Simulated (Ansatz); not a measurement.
This geometry of CH₆BNOSSi (12 atoms, charge 0, multiplicity 1) is a first-order saddle point.

Computed with RKS PBE0/STO-3G in Ansatz.

```xyz
12
Properties=species:S:1:pos:R:3
C -1.158 -0.600 2.143
S 0.641 -0.827 1.955
B 0.900 0.015 0.441
O 2.007 0.263 -0.317
Si 0.573 0.955 -1.129
N 0.435 0.237 -2.762
H -1.716 -1.048 1.311
H -1.430 0.461 2.214
H -1.468 -1.096 3.071
H 0.761 2.385 -1.256
H -0.522 -0.187 -2.859
H 1.055 -0.613 -2.780
```

(1) Which two structures does it join? (They come from a converged band through this point; their orientation in space is the band's.)

(2) How far does it lie above each of them?

Results:

(1) No bond is made or broken. The dihedral B3–Si5–N6–H12 goes from 59 to -119°.

Initial state:

```xyz
12
Properties=species:S:1:pos:R:3
C -0.837 -0.945 2.192
S 0.950 -0.633 2.019
B 0.961 0.219 0.482
O 1.932 0.769 -0.290
Si 0.325 0.987 -1.082
N 0.363 0.175 -2.628
H -1.222 -1.584 1.387
H -1.417 -0.013 2.202
H -1.003 -1.461 3.146
H 0.164 2.407 -1.308
H 0.010 0.753 -3.417
H -0.149 -0.729 -2.670
```

Final state:

```xyz
12
Properties=species:S:1:pos:R:3
C -0.875 -0.861 2.228
S 0.918 -0.683 1.956
B 0.908 0.170 0.422
O 1.880 0.649 -0.400
Si 0.249 0.996 -1.097
N -0.028 0.208 -2.621
H -1.352 -1.453 1.435
H -1.378 0.113 2.285
H -1.025 -1.382 3.182
H 0.156 2.422 -1.311
H 0.110 -0.821 -2.619
H 0.513 0.586 -3.425
```

(2) 0.131 eV above the first and 0.164 eV above the second. This is the barrier of this one path; another mechanism may lie lower. Limits of this set-up: minimal basis.

Time of the run: 3.3 min on 1 thread of Intel(R) Xeon(R) Processor @ 2.70GHz, with other jobs on the host, peak memory 0.13 GiB.
